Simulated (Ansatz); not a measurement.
```yaml
crystal:
  periodic: [false, false, false]
  atoms:
    - {symbol: C, position_ang: [0.247797, -1.395869, 0.798688]}
    - {symbol: O, position_ang: [0.083418, -0.205946, 0.111343]}
    - {symbol: Xx, position_ang: [-0.228627, 1.232901, -0.748246]}
    - {symbol: Cl, position_ang: [-1.859929, 0.898919, -2.111491]}
    - {symbol: Cl, position_ang: [1.559208, 1.695858, -1.924011]}
    - {symbol: Cl, position_ang: [-0.721493, 2.807510, 0.613627]}
    - {symbol: H, position_ang: [1.318638, -1.781399, 0.675887]}
    - {symbol: H, position_ang: [-0.410731, -2.171194, 0.523398]}
    - {symbol: H, position_ang: [0.124392, -1.176228, 1.966803]}
basis:
  gaussian: {orbitals: STO-3G, final_grid: {core_spheres: 8, valence_spheres: 7, degree: 23}}
hamiltonian: {xc: {name: r2SCAN0}}
accuracy: high
scf: {lower_state_search: light}
```

```sh
$ ansatz run in.yaml --threads 8 --pin off --events-out ev --progress --plain --max-ram 18278MiB
```

It prints (some lines left out):

```
Error: YAML parse error: error: line 6 column 16: `Xx` is not an element symbol (H … Og, case-exact)
 --> <input>:6:16
4 |     - {symbol: C, position_ang: [0.247797, -1.395869, 0.798688]}
5 |     - {symbol: O, position_ang: [0.083418, -0.205946, 0.111343]}
6 |     - {symbol: Xx, position_ang: [-0.228627, 1.232901, -0.748246]}
7 |     - {symbol: Cl, position_ang: [-1.859929, 0.898919, -2.111491]}
8 |     - {symbol: Cl, position_ang: [1.559208, 1.695858, -1.924011]}
```

Question: What is wrong with this run?

Answer: An element symbol is wrong. The input was rejected before any iteration.
